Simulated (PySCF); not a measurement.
Computed shifts of a molecule CH7FOSi2, PySCF with PBE/pcSseg-1, GIAO, gas phase, atoms alike by connectivity averaged where their shifts nearly agree, in ppm (number of nuclei): ¹⁹F: -338.5 (1). ¹³C: 80.3 (1). ²⁹Si: -25.3 (1), -36.2 (1). ¹H: 5.50 (3), 5.46 (2), 5.06 (2). References: ¹⁹F against CFCl3 (σ = 133.6 ppm); ¹³C against TMS (σ = 182.0 ppm); ²⁹Si against TMS (σ = 335.4 ppm); ¹⁷O against H2O (σ = 334.3 ppm); ¹H against TMS (σ = 31.49 ppm), references at their B3LYP-D3(BJ)/def2-TZVP geometries, non-relativistic. Coordinates come from a B3LYP-D3(BJ)/def2-SVP optimisation. Other conformers were not sampled.

Problem. Pick the molecule that these values belong to.
A. FC[SiH2]O[SiH3]
B. C[SiH2][Si@H](O)F
C. F[SiH2]OC[SiH3]
D. O[SiH2]C[SiH2]F

Solution. A, FC[SiH2]O[SiH3]
